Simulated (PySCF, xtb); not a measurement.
CH5AlS2, SMILES [CH3][Al]([SH])[SH].

xtb 6.7.1 with GFN2-xTB at its own geometry gives an orbital gap of 3.99 eV and a dipole moment of 0.72 D.

Geometry optimised at PBE0-D3(BJ)/def2-SVP. Other conformers were not sampled.

Task: What does PySCF with PBE/def2-TZVP give? (The exact figures need the calculation; the answer reports its results.)

Result: gap 5.00 eV (levels -6.32 and -1.31 eV), dipole 0.04 D.
